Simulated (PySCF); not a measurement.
Compound: B2H8P2.
SMILES: `[BH2-]1[PH2+][BH2-][PH2+]1`

Method: EOM-IP-CCSD/aug-cc-pVDZ in PySCF, restricted Hartree–Fock reference, frozen core, non-relativistic, gas phase, PBE0-D3(BJ)/def2-SVP geometry.

Hartree–Fock orbital energies give these Koopmans values (eV): HOMO 10.51, HOMO-1 11.12, HOMO-2 11.53, HOMO-3 12.14, HOMO-4 12.44, HOMO-5 14.43, HOMO-6 14.96, HOMO-7 15.89.

Q: What vertical ionisation energies does EOM-IP-CCSD give?

A: 
```csv
leading hole (HF orbital),Koopmans (eV),EOM-IP-CCSD (eV),change (eV),one-hole share
HOMO,10.51,9.80,-0.71,0.95
HOMO-1,11.12,10.54,-0.58,0.96
HOMO-2,11.53,10.82,-0.71,0.95
HOMO-3,12.14,11.24,-0.90,0.95
HOMO-4,12.44,11.44,-1.00,0.94
HOMO-5,14.43,13.25,-1.18,0.93
HOMO-6,14.96,13.97,-0.99,0.94
HOMO-7,15.89,14.80,-1.09,0.93
```

Q: Does the order of the lines follow the orbital energies?

A: Yes, no two lines change places. The corrections run from -1.18 to -0.58 eV, with a mean of -0.89 eV over the 8 lines; no line lies above its Koopmans value.

Q: At what kinetic energies would He I light (21.22 eV) eject these electrons?

A: 11.42 eV (HOMO), 10.68 eV (HOMO-1), 10.40 eV (HOMO-2), 9.98 eV (HOMO-3), 9.78 eV (HOMO-4), 7.97 eV (HOMO-5), 7.25 eV (HOMO-6), 6.42 eV (HOMO-7).

Q: What total energy has the lowest final state, and which wavelength reaches it?

A: E(CCSD) + ionisation energy = -736.03574 + 0.36010 = -735.67564 Eh, at the geometry of the initial state. The threshold wavelength is 1239.84 eV nm/9.80 eV = 126.5 nm.

One root was sought for each valence orbital with −ε under 21 eV, eight at most, so deeper holes and satellites are missing; no vibrational structure.
